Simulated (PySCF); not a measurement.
Can point charges reproduce the dipole moment of `[Si@H]1(C[Si@H](C1)C(F)(F)F)C`?

Coordinates (PBE0-D3(BJ)/def2-SVP, Å) and charges (e) from the PBE0/pcSseg-1 density (PySCF):

| atom | x | y | z | Mulliken | IAO | Hirshfeld | ESP-fitted |
| --- | --- | --- | --- | --- | --- | --- | --- |
| C1 | -2.849 | -0.080 | 0.417 | -0.6240 | -0.7144 | -0.2091 | -0.8517 |
| Si2 | -0.999 | 0.060 | 0.684 | +0.7631 | +0.9313 | +0.3679 | +0.9585 |
| C3 | 0.032 | -1.397 | -0.008 | -0.8321 | -0.8472 | -0.2586 | -0.8482 |
| Si4 | 1.116 | -0.107 | -0.860 | +0.7696 | +0.8841 | +0.3358 | +0.5425 |
| C5 | 2.702 | 0.168 | 0.209 | +0.5438 | +0.5505 | +0.1672 | +0.3993 |
| F6 | 3.385 | 1.266 | -0.156 | -0.2723 | -0.2835 | -0.1034 | -0.1892 |
| F7 | 3.556 | -0.866 | 0.149 | -0.2715 | -0.2829 | -0.1035 | -0.1893 |
| F8 | 2.373 | 0.328 | 1.507 | -0.2843 | -0.2890 | -0.0937 | -0.1660 |
| C9 | -0.102 | 1.285 | -0.481 | -0.8332 | -0.8476 | -0.2587 | -0.8485 |
| H10 | -3.275 | -0.882 | 1.041 | +0.1484 | +0.1585 | +0.0470 | +0.1997 |
| H11 | -3.354 | 0.862 | 0.681 | +0.1483 | +0.1584 | +0.0469 | +0.1997 |
| H12 | -3.077 | -0.308 | -0.636 | +0.1412 | +0.1516 | +0.0443 | +0.2153 |
| H13 | -0.691 | 0.333 | 2.120 | -0.0530 | -0.1204 | -0.0798 | -0.1869 |
| H14 | 0.524 | -2.074 | 0.705 | +0.1809 | +0.1683 | +0.0412 | +0.1966 |
| H15 | -0.545 | -2.006 | -0.724 | +0.1694 | +0.1613 | +0.0427 | +0.2341 |
| H16 | 1.567 | -0.337 | -2.264 | -0.0449 | -0.1089 | -0.0700 | -0.0974 |
| H17 | 0.318 | 2.204 | -0.047 | +0.1810 | +0.1685 | +0.0412 | +0.1941 |
| H18 | -0.721 | 1.562 | -1.350 | +0.1696 | +0.1615 | +0.0427 | +0.2373 |

Problem. Compute μ = Σ q r for each scheme (1 e·Å = 4.803 D) and compare with the dipole of the full density.

Solution. The full density gives (-3.03, -0.37, -1.14) D, 3.26 D in size; dipole vectors point from the negative to the positive end.

```
    scheme     μx     μy     μz  size (D)  share of the full size (%)  angle to the full dipole (°)
  Mulliken  -3.23  -0.51  -1.84      3.76                         115                             9
       IAO  -3.27  -0.51  -1.83      3.78                         116                             9
 Hirshfeld  -1.87  -0.21  -0.59      1.97                          60                             3
ESP-fitted  -3.07  -0.38  -1.18      3.31                         102                             0
```

Problem. Which set comes closest?

Solution. Length of the difference vector: ESP-fitted 0.06 D, Mulliken 0.74 D, IAO 0.74 D, Hirshfeld 1.29 D. Closest: ESP-fitted. 

Problem. What is left for the Hirshfeld atoms' own dipoles?

Solution. The shares of the density sum to the whole, so what Σ q r misses lies in dipoles about the nuclei. The atomic dipoles sum to (-3.03, -0.37, -1.14) − (-1.87, -0.21, -0.59) = (-1.16, -0.16, -0.55) D, 1.29 D in size.

Problem. With the origin at the mean of the coordinates, (-0.002, 0.001, 0.055) Å, which are the largest single terms, by size, of the ESP-fitted dipole along the direction of the full one?

Solution. C1 -10.35, C5 -4.96, H12 +3.24, Si2 +3.22, F7 +2.95 D; all 18 atoms together +3.31 D. The single terms depend on the origin, their sum doesn't.

Problem. Give the size of the full dipole in other units.

Solution. 3.26 D = 1.282 au = 0.678 e·Å = 10.87 × 10⁻³⁰ C·m.

One conformer (not necessarily the lowest) at the PBE0-D3(BJ)/def2-SVP geometry, without solvent, vibrations or thermal averaging.

Conformer computed: `[CH3:1][Si@H:2]1[CH2:3][Si@H:4]([C:5]([F:6])([F:7])[F:8])[CH2:9]1`: C3–Si4–C5–F6 -166°.
